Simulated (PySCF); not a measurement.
PySCF input for H5P, SMILES [P@TB11]([H])([H])([H])([H])[H], ADC(2)/aug-cc-pVDZ. Geometry: PBE0-D3(BJ)/def2-TZVPD.

```python
import numpy as np
from pyscf import gto, scf, dft, adc

mol = gto.M(
    atom='''
    P     0.00000000   -0.00000000    0.00000000
    H    -0.00000001    0.00000000    1.48115256
    H     0.00000001   -0.00000000   -1.48115256
    H     1.42739613   -0.00000000    0.00000001
    H    -0.71369807    1.23616131   -0.00000001
    H    -0.71369807   -1.23616131   -0.00000000
    ''',
    basis='aug-cc-pVDZ',
    charge=0,
    spin=0,
    max_memory=1600,
    verbose=4,
)
mf = scf.RHF(mol)
mf.conv_tol = 1e-10
mf.max_cycle = 100
mf.kernel()
res = {}
for kind, nroots in (('ee', 6), ('ip', 6), ('ea', 2)):
    a = adc.ADC(mf).density_fit('aug-cc-pvdz-ri')
    a.method, a.method_type = 'adc(2)', kind
    e, v, p, x = a.kernel(nroots=nroots)
    res[kind] = (e * 27.211386245988, p)
for kind, (e, p) in res.items():
    print(kind, 'energies / eV', np.round(e, 3), 'strengths', np.round(p, 4))
```

Program output:

```
PySCF version 2.14.0

[INPUT] verbose = 4
[INPUT] num. atoms = 6
[INPUT] num. electrons = 20
[INPUT] charge = 0
[INPUT] spin (= nelec alpha-beta = 2S) = 0
[INPUT] symmetry False subgroup None
[INPUT] Mole.unit = angstrom
[INPUT] Symbol           X                Y                Z      unit          X                Y                Z       unit  Magmom
[INPUT]  1 P      0.000000000000   0.000000000000   0.000000000000 AA    0.000000000000   0.000000000000   0.000000000000 Bohr   0.0
[INPUT]  2 H     -0.000000010000   0.000000000000   1.481152560000 AA   -0.000000018897   0.000000000000   2.798972687098 Bohr   0.0
[INPUT]  3 H      0.000000010000   0.000000000000  -1.481152560000 AA    0.000000018897   0.000000000000  -2.798972687098 Bohr   0.0
[INPUT]  4 H      1.427396130000   0.000000000000   0.000000010000 AA    2.697387756964   0.000000000000   0.000000018897 Bohr   0.0
[INPUT]  5 H     -0.713698070000   1.236161310000  -0.000000010000 AA   -1.348693887931   2.336006321684  -0.000000018897 Bohr   0.0
[INPUT]  6 H     -0.713698070000  -1.236161310000   0.000000000000 AA   -1.348693887931  -2.336006321684   0.000000000000 Bohr   0.0

nuclear repulsion = 29.7653203531765
number of shells = 33
number of NR pGTOs = 105
number of NR cGTOs = 72
basis = aug-cc-pVDZ
ecp = {}


[settings echo left out]
init E= -343.382055248804
  HOMO = -0.176523213486067  LUMO = 0.0151202624318696  gap/eV = 5.21488
cycle= 1 E= -343.500981476365  delta_E= -0.119  |g|= 0.223  |ddm|= 2.04
  HOMO = -0.333945662496066  LUMO = 0.0263574056075764  gap/eV = 9.80435
cycle= 2 E= -343.52258591461  delta_E= -0.0216  |g|= 0.0574  |ddm|= 0.492
  HOMO = -0.317812185119937  LUMO = 0.030377613469863  gap/eV = 9.47473
cycle= 3 E= -343.524275392482  delta_E= -0.00169  |g|= 0.0182  |ddm|= 0.12
  HOMO = -0.321403368166939  LUMO = 0.0304245247757891  gap/eV = 9.57372
cycle= 4 E= -343.52447596025  delta_E= -0.000201  |g|= 0.00262  |ddm|= 0.0706
  HOMO = -0.321254688047345  LUMO = 0.0304311997766344  gap/eV = 9.56986
cycle= 5 E= -343.524482271561  delta_E= -6.31e-06  |g|= 0.000492  |ddm|= 0.0158
  HOMO = -0.32129727458531  LUMO = 0.0304328615890626  gap/eV = 9.57106
cycle= 6 E= -343.524482548285  delta_E= -2.77e-07  |g|= 0.000104  |ddm|= 0.00387
  HOMO = -0.321300328242288  LUMO = 0.0304327118472156  gap/eV = 9.57114
cycle= 7 E= -343.524482566567  delta_E= -1.83e-08  |g|= 2.31e-05  |ddm|= 0.000749
  HOMO = -0.321299867787765  LUMO = 0.0304332644927126  gap/eV = 9.57115
cycle= 8 E= -343.524482567524  delta_E= -9.56e-10  |g|= 2.75e-06  |ddm|= 0.000169
  HOMO = -0.321300406754257  LUMO = 0.0304332916694601  gap/eV = 9.57116
cycle= 9 E= -343.524482567537  delta_E= -1.37e-11  |g|= 2.85e-07  |ddm|= 2.85e-05
  HOMO = -0.321300378601813  LUMO = 0.0304332948848205  gap/eV = 9.57116
Extra cycle  E= -343.524482567537  delta_E= 6.82e-13  |g|= 9.7e-08  |ddm|= 1.95e-06
converged SCF energy = -343.524482567537

******** <class 'pyscf.adc.radc.RADC'> ********
******** ADC Orbital Information ********
Number of Frozen Occupied Orbitals: 0
Number of Frozen Virtual Orbitals: 0
Number of Active Occupied Orbitals: 10
Number of Active Virtual Orbitals: 62
*****************************************
******** <class 'pyscf.df.df.DF'> ********
auxbasis = aug-cc-pvdz-ri
Reference correlation energy (doubles): -0.18229737
MP2 correlation energy of reference state (a.u.) = -0.18229737

******** <class 'pyscf.adc.radc_ee.RADCEE'> ********
max_space = 12
max_cycle = 50
conv_tol = 1e-08

*************************************************************
        ADC calculation summary (singlet states only)
*************************************************************
adc(2) root 0  |  Energy (Eh) =   0.1706557975  |  Energy (eV) =   4.64378078  |  Osc. strength = 0.00000000  |  conv = True
adc(2) root 1  |  Energy (Eh) =   0.2110215773  |  Energy (eV) =   5.74218960  |  Osc. strength = 0.01643331  |  conv = True
adc(2) root 2  |  Energy (Eh) =   0.2110215776  |  Energy (eV) =   5.74218961  |  Osc. strength = 0.01643331  |  conv = True
adc(2) root 3  |  Energy (Eh) =   0.2298219008  |  Energy (eV) =   6.25377246  |  Osc. strength = 0.16999810  |  conv = True
adc(2) root 4  |  Energy (Eh) =   0.2328692785  |  Energy (eV) =   6.33669583  |  Osc. strength = 0.02587899  |  conv = True
adc(2) root 5  |  Energy (Eh) =   0.2328692805  |  Energy (eV) =   6.33669588  |  Osc. strength = 0.02587898  |  conv = True

******** <class 'pyscf.adc.radc.RADC'> ********
******** ADC Orbital Information ********
Number of Frozen Occupied Orbitals: 0
Number of Frozen Virtual Orbitals: 0
Number of Active Occupied Orbitals: 10
Number of Active Virtual Orbitals: 62
*****************************************
******** <class 'pyscf.df.df.DF'> ********
auxbasis = aug-cc-pvdz-ri
Reference correlation energy (doubles): -0.18229737
MP2 correlation energy of reference state (a.u.) = -0.18229737

******** <class 'pyscf.adc.radc_ip.RADCIP'> ********
max_space = 12
max_cycle = 50
conv_tol = 1e-08

*************************************************************
        ADC calculation summary (doublet states only)
*************************************************************
adc(2) root 0  |  Energy (Eh) =   0.3061148572  |  Energy (eV) =   8.32980954  |  Spec. factor = 1.87310635  |  conv = True
adc(2) root 1  |  Energy (Eh) =   0.5275850850  |  Energy (eV) =  14.35632141  |  Spec. factor = 1.81574180  |  conv = True
adc(2) root 2  |  Energy (Eh) =   0.5403696690  |  Energy (eV) =  14.70420766  |  Spec. factor = 1.83285177  |  conv = True
adc(2) root 3  |  Energy (Eh) =   0.5403696700  |  Energy (eV) =  14.70420768  |  Spec. factor = 1.83285177  |  conv = True
adc(2) root 4  |  Energy (Eh) =   0.6729703665  |  Energy (eV) =  18.31245642  |  Spec. factor = 0.00169228  |  conv = True
adc(2) root 5  |  Energy (Eh) =   0.7009006141  |  Energy (eV) =  19.07247717  |  Spec. factor = 0.00007500  |  conv = True

******** <class 'pyscf.adc.radc.RADC'> ********
******** ADC Orbital Information ********
Number of Frozen Occupied Orbitals: 0
Number of Frozen Virtual Orbitals: 0
Number of Active Occupied Orbitals: 10
Number of Active Virtual Orbitals: 62
*****************************************
******** <class 'pyscf.df.df.DF'> ********
auxbasis = aug-cc-pvdz-ri
Reference correlation energy (doubles): -0.18229737
MP2 correlation energy of reference state (a.u.) = -0.18229737

******** <class 'pyscf.adc.radc_ea.RADCEA'> ********
max_space = 12
max_cycle = 50
conv_tol = 1e-08

*************************************************************
        ADC calculation summary (doublet states only)
*************************************************************
adc(2) root 0  |  Energy (Eh) =   0.0181782609  |  Energy (eV) =   0.49465568  |  Spec. factor = 1.96765998  |  conv = True
adc(2) root 1  |  Energy (Eh) =   0.0533436126  |  Energy (eV) =   1.45155363  |  Spec. factor = 1.98599924  |  conv = True
ee energies / eV [4.644 5.742 5.742 6.254 6.337 6.337] strengths [0.     0.0164 0.0164 0.17   0.0259 0.0259]
ip energies / eV [ 8.33  14.356 14.704 14.704 18.312 19.072] strengths [1.8731e+00 1.8157e+00 1.8329e+00 1.8329e+00 1.7000e-03 1.0000e-04]
ea energies / eV [0.495 1.452] strengths [1.9677 1.986 ]
```

The calculation finished and met its thresholds.
